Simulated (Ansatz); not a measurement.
`CB(N)[SiH3]` + H–F → `CB(N)F` + SiH₄ at 600 K and 1 bar (cleavage of the B–Si bond).

Computed with Ansatz on PBE0-D4/def2-TZVP structures; ΔE is electronic, products minus reactants. CBS: MP2 limit from def2 TZ/QZ plus the TZ coupled-cluster correction, frozen cores. This one scheme is used for every species. Each species was taken in one conformer, which may not be the lowest.

```json
{"species": "`CB(N)[SiH3]`", "CCSD(T)/CBS energy (Eh)": "-411.48616", "H − E (kJ/mol)": "307.7", "S (J/(mol·K))": "433.1"}
{"species": "H–F", "CCSD(T)/CBS energy (Eh)": "-100.39570", "H − E (kJ/mol)": "42.3", "S (J/(mol·K))": "194.0"}
{"species": "`CB(N)F`", "CCSD(T)/CBS energy (Eh)": "-220.47660", "H − E (kJ/mol)": "233.9", "S (J/(mol·K))": "367.7"}
{"species": "SiH₄", "CCSD(T)/CBS energy (Eh)": "-291.46306", "H − E (kJ/mol)": "108.7", "S (J/(mol·K))": "242.3"}
```

H − E and S are ideal-gas, rigid-rotor, harmonic terms from PBE0-D4/def2-TZVP, for one conformer and one mirror image of each species. 1 Eh = 2625.50 kJ/mol, R = 8.31446 J/(mol·K).

Q: By hand: ΔE, ΔH, ΔS and ΔG.

A: ΔE = (-220.47660) + (-291.46306) − (-411.48616) − (-100.39570) = -0.05780 Eh = -151.8 kJ/mol. Δ(H − E) = 233.9 + 108.7 − 307.7 − 42.3 = -7.4, so ΔH = -159.2 kJ/mol. ΔS = 367.7 + 242.3 − 433.1 − 194.0 = -17.1 J/(mol·K). ΔG = -159.2 − 600 × (-17.1)/1000 = -148.9 kJ/mol.

Q: By hand: the equilibrium constant, and the temperature at which ΔG would vanish if ΔH and ΔS stayed fixed.

A: log₁₀ K = −ΔG/(RT ln 10) = 13.0. ΔG = 0 at ΔH/ΔS = 9310 K, far beyond where these terms or the molecules hold.

ΔH outweighs TΔS. A doubt of 5 kJ/mol in ΔE shifts log₁₀ K by 0.4 here. Other conformers and mirror images would add mixing entropy, several J/(mol·K) or more a flexible species. These are equilibria of isolated gas molecules and say nothing of rates. Largest T1 diagnostic: 0.013 (customary marks: 0.02 for closed shells, 0.045 for open ones).
